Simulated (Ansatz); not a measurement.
`N[Si@H](O)O[Si@@H](N)O`. Total charge 0; spin multiplicity 1.

```xyz
15

N     1.340   -1.432    1.229
Si   -0.240   -1.466    0.565
O    -1.250   -0.662    1.566
O    -0.120   -0.745   -0.908
Si    0.038    0.838   -1.278
N    -0.033    1.796    0.152
O    -1.226    1.352   -2.181
H     2.114   -1.787    0.688
H     1.459   -1.648    2.206
H    -0.828   -2.804    0.352
H    -1.098    0.292    1.522
H     1.313    0.983   -2.015
H     0.819    1.948    0.672
H    -0.574    2.646    0.099
H    -1.713    0.688   -2.669
```

Q: Give the diagnostics of a CCSD(T)/def2-TZVPP run (frozen core, Ansatz). (Best estimate.)

A: Computed: T1 = 0.0113, largest single amplitude 0.011, largest double 0.010, (T) share of the correlation energy 3.5 %, 9 CCSD cycles. The RHF solution is stable towards an unrestricted one. T1 lies under the customary mark of 0.02 for closed shells.
